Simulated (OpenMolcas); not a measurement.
## Ne III: from CASSCF to CASPT2

| Property | Result |
| --- | --- |
| Program | OpenMolcas |
| Basis | ANO-RCC-VTZP [4s3p2d1f] |
| Scalar Hamiltonian | DKH2, point nucleus |
| Active space | 6 electrons in 4 orbitals (2s 2p) |
| State averaging | 2S+1 = 3 even, 3 roots; 2S+1 = 1 even, 6 roots kept (CI in the orbitals of an earlier block); 2S+1 = 3 odd, 3 roots; 2S+1 = 1 odd, 3 roots kept (CI in the orbitals of an earlier block) |
| Spin-orbit coupling | RASSI with atomic mean-field integrals over the reference wave functions, term energies averaged over their components |

Methods on the same reference wave functions:
A. CASSCF
B. SS-CASPT2, IPEA 0.25 Eh, imaginary shift 0.1 Eh (closed shells correlated: 1s)

Energies in cm⁻¹ above 2s² 2p⁴ ³P₂, the measured ground level; measured values from Moore, Atomic Energy Levels, vol. I, NSRDS-NBS 35 (1971 reprint of NBS Circular 467, 1949).

```json
{"Level": "2s² 2p⁴ ³P₂", "A": "0.0", "B": "0.0", "Measured": "0.0"}
{"Level": "2s² 2p⁴ ³P₁", "A": "601", "B": "601", "Measured": "650"}
{"Level": "2s² 2p⁴ ³P₀", "A": "885", "B": "886", "Measured": "927"}
{"Level": "2s² 2p⁴ ¹D₂", "A": "27956", "B": "26390", "Measured": "25841"}
{"Level": "2s² 2p⁴ ¹S₀", "A": "53298", "B": "55960", "Measured": "55747"}
{"Level": "2s 2p⁵ ³P°₂", "A": "214543", "B": "205730", "Measured": ""}
{"Level": "2s 2p⁵ ³P°₁", "A": "215123", "B": "206310", "Measured": "204879"}
{"Level": "2s 2p⁵ ³P°₀", "A": "215416", "B": "206600", "Measured": "205204"}
{"Level": "2s 2p⁵ ¹P°₁", "A": "314021", "B": "294700", "Measured": ""}
```

Deviations, from unrounded energies. A percentage is the sum of absolute deviations over the sum of measured energies, with the sign that they share, or ± where signs differ.

```tsv
Against measurement	Levels	A	B
mean absolute deviation (cm-1)	6	4200	610
fine structure of the ground term (%)	2	-5.8	-5.7
other terms of the ground configuration (%)	2	±5.6	+0.9
other configurations (%)	2	+5.0	+0.7
```

B lies closest to measurement on these levels. The largest miss of B in the table is 2s 2p⁵ ³P°₁, by +1400 cm-1. The ranking rests on the paired levels alone, and a cruder setting can come out closer through cancelling errors.

From A to B the spin-free energies of the other terms of 2s² 2p⁴ shown, above ³P, scale by factors of 0.94 to 1.05.

The lowest spin-free term lies below A's lowest term by 0.169 hartree in B.

CASPT2 breaks the degeneracy within a term, and the mean is taken; among the terms shown or strongly mixed into the levels shown the widest spread is 51 cm-1 (2s² 2p⁴ ¹D, B). Terms from blocks run as CI alone lack orbitals of their own. Computed and measured levels are paired by configuration, term and J; levels that our copy of the source lacks, or whose pairing is in doubt (as where it misses far off the trend of its configuration), stay unpaired and out of the deviations. Levels of configurations outside the active space are missing.

° marks odd parity.
